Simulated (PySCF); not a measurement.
A mixed set of molecules.

All values: PBE0/pcSseg-1 (PySCF) at GFN2-xTB geometries, gas phase, one conformer each.

(1) Rank by the highest IAO charge on any atom, lowest value first.
A. `C=C1CO[SiH2]C1=C`
B. `C=CCC([SiH3])=C=O`
C. `C=C1[SiH2]O[Si@]1(Cl)C=O`
D. `C[C@@H](S)[C@@H]1C[C@H]1C#N`
E. `SC1=CC=CS1`
F. `C#CC1=C(F)C=C[SiH2]1`

(2) Rank by HOMO–LUMO gap, lowest first.
A. `Sc1cccs1`
B. `C=C1CO[SiH2]C1=C`
C. `C[C@@H](S)[C@@H]1C[C@H]1C#N`
D. `C=C1[SiH2]O[Si@]1(Cl)C=O`
E. `C=CCC([SiH3])=C=O`
F. `C#CC1=C(F)C=C[SiH2]1`

(3) Rank by HOMO energy, highest first.
A. `Sc1cccs1`
B. `O1[SiH2]C(=C)[Si@@]1(Cl)C=O`
C. `C#CC1=C(F)C=C[SiH2]1`
D. `C=CCC([SiH3])=C=O`

Answers

(1) D (+0.178 e), E (+0.320 e), B (+0.647 e), F (+0.787 e), A (+1.005 e), C (+1.173 e).

(2) F (4.41 eV), D (5.02 eV), B (5.29 eV), A (5.67 eV), E (5.86 eV), C (7.39 eV).

(3) A (-6.18 eV), C (-6.52 eV), D (-6.87 eV), B (-7.13 eV).

All values together:

| SMILES | formula | μ (D) | HOMO (eV) | LUMO (eV) | lowest IAO charge (e) | highest IAO charge (e) | lowest Hirshfeld charge (e) | highest Hirshfeld charge (e) |
| --- | --- | --- | --- | --- | --- | --- | --- | --- |
| C=C1[SiH2]O[Si@]1(Cl)C=O | C3H5ClO2Si2 | 3.75 | -7.13 | -2.11 | -0.914 (O) | +1.173 (Si) | -0.337 (O) | +0.409 (Si) |
| C[C@@H](S)[C@@H]1C[C@H]1C#N | C6H9NS | 2.93 | -7.15 | 0.24 | -0.420 (C) | +0.178 (H) | -0.235 (N) | +0.080 (C) |
| Sc1cccs1 | C4H4S2 | 0.80 | -6.18 | -0.52 | -0.327 (C) | +0.320 (S) | -0.090 (C) | +0.094 (S) |
| CC[Si@H]1C=CC1=O | C5H8OSi | 3.36 | -6.56 | -1.62 | -0.534 (C) | +0.801 (Si) | -0.247 (O) | +0.358 (Si) |
| C=CCC([SiH3])=C=O | C5H8OSi | 1.78 | -6.87 | -1.01 | -0.487 (C) | +0.647 (Si) | -0.166 (O) | +0.315 (Si) |
| C=C1CO[SiH2]C1=C | C5H8OSi | 1.44 | -6.77 | -1.47 | -0.653 (O) | +1.005 (Si) | -0.241 (O) | +0.403 (Si) |
| C#CC1=C(F)C=C[SiH2]1 | C6H5FSi | 2.16 | -6.52 | -2.11 | -0.421 (C) | +0.787 (Si) | -0.132 (C) | +0.357 (Si) |

Conformers: `[CH2:1]=[C:2]1[SiH2:3][O:4][Si@:5]1([Cl:6])[CH:7]=[O:8]` with O4–Si5–C7–O8 160°; `[CH3:1][C@@H:2]([SH:3])[C@@H:4]1[CH2:5][C@H:6]1[C:7]#[N:8]` with C1–C2–S3–H 62°, C1–C2–C4–C5 157°; `[SH:1][c:2]1[cH:3][cH:4][cH:5][s:6]1` with H–S1–C2–C3 -179°; `[CH3:1][CH2:2][Si@H:3]1[CH:4]=[CH:5][C:6]1=[O:7]` with C1–C2–Si3–C4 -162°; `[CH2:1]=[CH:2][CH2:3][C:4]([SiH3:5])=[C:6]=[O:7]` with C1–C2–C3–C4 119°, C2–C3–C4–Si5 -69°.
